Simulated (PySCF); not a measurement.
H3Sb, charge -1, doublet, at the geometry of the source list (a state made from the parent by changing its charge; the spin is typed, not shown lowest) (core potentials on Sb) (in this run its highest filled SCF level lies above zero, so its values depend strongly on the basis, on diffuse functions most of all). Base run: PBE0/def2-SVP in PySCF.

Input for PySCF:
```python
from pyscf import gto, scf, dft

mol = gto.Mole()
mol.atom = '''
    Sb    0.001900   -0.005100    0.743900
    H    -0.876500   -1.040800   -0.252900
    H    -0.465000    1.281800   -0.237300
    H     1.339600   -0.235900   -0.253700
'''
mol.basis = 'def2-svp'
mol.ecp = {'Sb': 'def2-svp'}
mol.charge = -1
mol.spin = 1
mol.verbose = 4
mol.build()

mf = dft.UKS(mol)
mf.xc = 'pbe0'
mf.kernel()
mf.analyze()
```

Variants of this job, named by their change:

```csv
change,basis functions,E (Eh),HOMO (eV)
base,41,-241.94330,4.04
basis = x2c-TZVPall; relativity = spin-free X2C (without mol.ecp = {'Sb': 'def2-svp'}),78,-6482.25981,3.99
basis = ANO-RCC-VDZP; relativity = none (without mol.ecp = {'Sb': 'def2-svp'}),58,-6124.58209,3.54
basis = x2c-TZVPall; relativity = none (without mol.ecp = {'Sb': 'def2-svp'}),78,-6187.14541,3.84
basis = x2c-SVPall; relativity = spin-free X2C (without mol.ecp = {'Sb': 'def2-svp'}),51,-6481.53008,4.36
basis = x2c-SVPall; relativity = spin-free X2C; nucleus = Gaussian (with mol.nucmod = 'G'; without mol.ecp = {'Sb': 'def2-svp'}),51,-6481.38975,4.36
basis = x2c-TZVPall; relativity = spin-free X2C; nucleus = Gaussian (with mol.nucmod = 'G'; without mol.ecp = {'Sb': 'def2-svp'}),78,-6482.10116,3.99
basis = ANO-RCC-VDZP; relativity = spin-free X2C; nucleus = Gaussian (with mol.nucmod = 'G'; without mol.ecp = {'Sb': 'def2-svp'}),58,-6481.91639,4.05
basis = x2c-SVPall; relativity = none (without mol.ecp = {'Sb': 'def2-svp'}),51,-6166.07644,3.77
basis = ANO-RCC-VDZP; relativity = spin-free X2C (without mol.ecp = {'Sb': 'def2-svp'}),58,-6482.10375,4.05
```

Absolute energies of different levels of theory aren't comparable as measures of quality.

Open shells are given as the SCF converged; they aren't shown to be the lowest states, and a large step between rows can be another state.

Basis sets contracted for a relativistic Hamiltonian are a mismatch without it, so the rows without relativity aren't non-relativistic limits. No row has spin-orbit coupling; sets with core potentials leave out the core electrons.
